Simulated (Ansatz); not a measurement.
K₄H₄. Charge 0, multiplicity 1. Geometry r2SCAN-D4/def2-SVP, basis def2-TZVP, Ansatz.

```tsv
atom	x (Å)	y (Å)	z (Å)
K1	-1.7444	-0.5479	-3.5665
K2	1.7739	0.4225	3.5656
K3	1.8816	0.4808	-0.1526
K4	-1.9114	-0.3613	0.1533
H5	-0.0670	0.0909	1.8770
H6	3.4821	0.7733	1.8390
H7	0.0391	0.0173	-1.8814
H8	-3.4540	-0.8755	-1.8343
```

| run | HOMO (eV) | LUMO (eV) |
| --- | --- | --- |
| A | -4.32 | -0.50 |
| B | -6.43 | -0.05 |
| C | -3.82 | -0.18 |
| D | -3.44 | -0.27 |
| E | -3.34 | -0.97 |

Another isomer (singlet) lies 0.56 eV lower at PBE0-D4/def2-TZVP; other spin states weren't run for this one.

**Question.** The runs used PBE, PBE0, r2SCAN, r2SCANh, ωB97M-V. Estimate which is which.

**Answer.** A PBE0 (25 % exact exchange); B ωB97M-V (range-separated); C r2SCANh (10 % exact exchange); D r2SCAN (0 % exact exchange); E PBE (0 % exact exchange). Exact exchange lowers occupied and raises empty levels; among semilocal functionals meta-GGAs tend to open the gap a little, and such runs are hard to tell apart. The gap grows from 2.37 eV (PBE) to 6.38 eV (ωB97M-V).
